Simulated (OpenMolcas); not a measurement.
# Ti3+: moving the ligands

Ti3+ with 6 ligands (water) in octahedral coordination (Th) at 2.03 Å. Ligand basis ANO-RCC-VDZP.

```json
{
 "Program": "OpenMolcas",
 "Method": "SS-CASPT2, IPEA 0.25 Eh, imaginary shift 0.1 Eh (closed shells correlated: 3s 3p and the ligand valence shells)",
 "Basis": "ANO-RCC-VTZP [6s5p3d2f1g]",
 "Scalar Hamiltonian": "DKH2, point nucleus",
 "Active space": "1 electron in 5 orbitals (3d)",
 "State averaging": "2S+1 = 2 even, 5 roots",
 "Spin-orbit coupling": "RASSI with atomic mean-field integrals over the reference wave functions"
}
```

Runs around this geometry, states (labels of O, taken over from Oh, the nearest higher group). Energies in cm-1 above the lowest state or level, χT in cm3 K/mol; under a threefold ground state the first gap can be a small split of the lowest multiplet, not the spin-orbit step; 10Dq is the gap between the two states.

```csv
R (Å),Ground state,First state of that spin,10Dq,First gap with spin-orbit (degeneracies),χT at 300 K
1.97,2T2,2E 21100,21102,"200 (4, 2)",0.451
2.03,2T2,2E 18030,18030,"210 (4, 2)",0.453
2.1,2T2,2E 15020,15025,"210 (4, 2)",0.454
```

Taking |10Dq| as R^-n, n = -ln(15025 / 21102) / ln(2.1 / 1.97) = 5.3 between the shortest and longest distance. The point-charge formula for a cubic d site gives n = 5.

Roots that are degenerate in the reference are averaged as groups; the widest CASPT2 spread within a group is 14 cm-1 (the 2-fold group of multiplicity 2 near 15000 cm-1 above the lowest state of its run, R = 2.1). Shifts and gaps below about the spread of the groups concerned are not significant. Over all roots computed the reference weight is 0.71 in R = 1.97, 0.71 in R = 2.03, 0.71 in R = 2.1; a low but even weight reflects the number of correlated electrons. An orbital triplet at a regular site is open to Jahn-Teller coupling, which can distort the site and quench the lowest spin-orbit gaps and is left out. Ligand-to-metal charge-transfer states are missing. With one d shell and no ligand orbital active, 10Dq can be off by a tenth or more. No measured value stands beside these numbers; the geometry was imposed, not optimised, and the real ion may take another.
